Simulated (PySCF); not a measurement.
Species: C6H5F.
InChI=1S/C6H5F/c1-4-6(3,7)5-2/h1-2H,3H3

The closed-shell ground state was solved at several levels (PySCF, density fitting, gas phase, non-relativistic). Geometry: GFN2-xTB; no solvent, vibrations or thermal averaging.

```csv
level,basis functions,total energy (Eh),HOMO (eV),LUMO (eV),gap (eV),dipole (D)
PBE0/def2-SVPD,183,-330.7186,-8.20,-0.48,7.72,2.00
PBE0/pcSseg-1,144,-330.9152,-8.18,-0.35,7.83,2.03
```

Task: Estimate the row for B3LYP/pcJ-1, a basis of 239 functions; the other rows only guide the guess.

Result: Total energy -331.3494 Eh, HOMO -7.91 eV, LUMO -0.55 eV, gap 7.36 eV, dipole 2.01 D.

Task: Over all these levels, which gives the widest orbital gap and which the narrowest?

Result: PBE0/pcSseg-1 (global hybrid, 25 % exact exchange) has the widest, 7.83 eV, and B3LYP/pcJ-1 (global hybrid, 20 % exact exchange) the narrowest, 7.36 eV. Functional and basis both differ between the two, so the spread mixes both effects.

Task: How far do the dipole and the HOMO energy spread over the levels?

Result: The dipole runs from 2.00 to 2.03 D (mean 2.02 D) and the HOMO from -8.20 to -7.91 eV.
